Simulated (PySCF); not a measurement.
Se(Me)(SeH) (CH₄Se₂), SMILES C[Se][SeH].

Geometry: PBE-D3(BJ)/def2-SVP. Other conformers were not sampled.

Method: PBE-D3(BJ)/def2-SVP (PySCF).

Frequencies are harmonic and unscaled.

```tsv
mode	ν (cm⁻¹)	IR (km/mol)	moving atoms (share of kinetic energy)
1	129	0.2	H 98 %
2	166	0.2	C 47 %, Se 28 %, H 25 %
3	274	5.2	H 90 %
4	280	0.9	Se 94 %
5	568	3.7	C 70 %, Se 15 %, H 15 %
6	705	8.8	H 98 %
7	864	11.1	H 81 %, C 18 %
8	873	5.3	H 86 %, C 14 %
9	1233	4.9	H 86 %, C 14 %
10	1373	9.2	H 95 %
11	1393	10.0	H 95 %
12	2288	29.0	H 99 %
13	2982	9.8	H 98 %
14	3096	1.7	H 90 %, C 10 %
15	3117	1.4	H 90 %, C 10 %
```
